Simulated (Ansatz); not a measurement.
BFH₆SSi₂ (`FB(S)[SiH2][SiH3]`) from Hartree–Fock to CCSD(T)

```json
{"atom": "F1", "x (Å)": "-2.2551", "y (Å)": "-0.0211", "z (Å)": "0.8624"}
{"atom": "B2", "x (Å)": "-0.9886", "y (Å)": "0.1568", "z (Å)": "1.2265"}
{"atom": "S3", "x (Å)": "-0.4477", "y (Å)": "-0.3784", "z (Å)": "2.8534"}
{"atom": "Si4", "x (Å)": "0.3427", "y (Å)": "0.9707", "z (Å)": "-0.0655"}
{"atom": "Si5", "x (Å)": "0.8253", "y (Å)": "-0.5849", "z (Å)": "-1.7492"}
{"atom": "H6", "x (Å)": "-1.6292", "y (Å)": "-0.8825", "z (Å)": "3.2597"}
{"atom": "H7", "x (Å)": "-0.2309", "y (Å)": "2.1977", "z (Å)": "-0.6868"}
{"atom": "H8", "x (Å)": "1.6003", "y (Å)": "1.3337", "z (Å)": "0.6445"}
{"atom": "H9", "x (Å)": "1.4173", "y (Å)": "-1.8106", "z (Å)": "-1.1489"}
{"atom": "H10", "x (Å)": "-0.4233", "y (Å)": "-0.9614", "z (Å)": "-2.4646"}
{"atom": "H11", "x (Å)": "1.7893", "y (Å)": "-0.0202", "z (Å)": "-2.7314"}
```

Total charge 0; spin multiplicity 1. All single points use the PBE0-D4/def2-TZVP geometry. It is one conformer, not always the lowest. Frozen core, restricted reference, the Gaussian-basis code of Ansatz. CBS rows extrapolate triple and quadruple zeta; past MP2 they add the triple-zeta difference.

```csv
basis,HF (Eh),MP2 corr.,CCSD corr.,(T),CCSD(T) total
def2-SVP,-1102.67854,?,-0.66657,?,?
def2-TZVPP,-1103.17443,-0.77261,?,?,?
def2-QZVPP,-1103.20863,-0.83714,–,–,–
CBS(def2),-1103.21334,-0.88493,-0.95103,as TZ,-1104.19650
```

(1) Fill in the withheld values. (Best estimate.)

## Answers

(1) The calculation gave: def2-SVP MP2 corr.: -0.59921; def2-SVP (T): -0.01789; def2-SVP CCSD(T) total: -1103.36300; def2-TZVPP CCSD corr.: -0.83871; def2-TZVPP (T): -0.03213; def2-TZVPP CCSD(T) total: -1104.04527.
